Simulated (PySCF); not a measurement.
## C₅H₁₂O₃Si₂: full NMR table

- Formula: C5H12O3Si2
- SMILES: O=CO[C@H]1C[C@@H]([SiH2]O[SiH3])C1
- Point group of the computed structure: C1
- Degrees of unsaturation: 2
- Carbon signals: 4
- Proton signals: 7

Atom-mapped SMILES (the numbers label the heavy atoms): `[O:1]=[CH:2][O:3][C@H:4]1[CH2:5][C@@H:6]([SiH2:7][O:8][SiH3:9])[CH2:10]1` (H(Xn): hydrogen on atom n). Ha(C5), Ha(C10) are cis to O3 on the ring; Hb(C5), Hb(C10) are trans to O3 on the ring.

PySCF 2.14.0 with density-fitted response routines calculation with GIAO PBE0/pcSseg-1 shieldings and coordinates at the GFN2-xTB level; rapidly exchanging positions averaged, no relativistic terms, single conformer, no solvent model.

δ = σ(ref) − σ, references computed at the same level: TMS for $^{1}$H (σref 31.72) and $^{13}$C (σref 186.93) and $^{29}$Si (σref 349.16); H2O for $^{17}$O (σref 336.08).

| carbon | δC, type | δH (multiplicity) | HMBC from (2–3 bonds) | span of the C tensor (ppm) |
| --- | --- | --- | --- | --- |
| C2 | 163.6, CH | 8.04 (s) | H(C4) | 157 |
| C4 | 64.5, CH | 6.27 (m) | H(C2), Hb(C5)/Hb(C10), Ha(C5)/Ha(C10), H(C6) | 76 |
| C5/C10 | 31.6, CH2 | Ha(C5) 2.43 (m); Hb(C5) 2.62 (m) | H(C4), H(Si7), Hb(C5)/Hb(C10), Ha(C5)/Ha(C10), H(C6) | 46 |
| C6 | 13.2, CH | 1.29 (m) | H(C4), H(Si7), Hb(C5)/Hb(C10), Ha(C5)/Ha(C10) | 10 |

Other nuclei:
| atoms | nucleus | environment | δ (ppm) | σ (ppm) |
| --- | --- | --- | --- | --- |
| H(Si9) | $^{1}$H | hydrogen on a silicon bonded to O | 5.44 | 26.28 |
| H(Si7) | $^{1}$H | hydrogen on a silicon bonded to C, O | 5.02 | 26.70 |
| Si7 | $^{29}$Si | silicon bonded to C, O, 2 H | -27.8 | 376.9 |
| Si9 | $^{29}$Si | silicon bonded to O, 3 H | -41.7 | 390.9 |
| O1 | $^{17}$O | ester carbonyl oxygen | 431.7 | -95.6 |
| O3 | $^{17}$O | ester alkoxy oxygen | 248.9 | 87.2 |
| O8 | $^{17}$O | oxygen bonded to 2 Si | -3.7 | 339.7 |

- Carbon types of the structure: 3 × CH, 2 × CH2, leaving 5 H on heteroatoms.
- δC 163.6: ester carbonyl carbon; lone-pair donation from the attached heteroatom keeps it upfield of a ketone carbonyl.
- δC 64.5: sp3 CH bonded to O; deshielded by the electronegative neighbour.
- δC 31.6: sp3 CH2 in a ring; a saturated carbon with 2 carbon neighbours and no heteroatom attached.
- δH 6.27: hydrogen on an sp3 CH bonded to O; its carbon carries O, hence the downfield position.
- δH 5.02: hydrogen on a silicon bonded to C, O.

Shifts are as computed. Against solution values, carbons near 30 ppm lie about +3 ppm off and those near 130 ppm about +5 ppm. Of 1309 compounds with measured shifts, 239 miss one by over three times the rms of a fit or turn the order of signals round; such compounds aren't used in these exercises. Unscaled 17O shifts of doubly bonded oxygen tend to come out too high, by tens of ppm or more. Experimental scales use liquid or dissolved standards, which lie at an offset from isolated H2O (liquid H2O: subtract about 36 ppm). Multiplicities follow the n + 1 count of equivalent neighbours, as no J values were calculated; m marks all less simple cases, F and P coupling included.
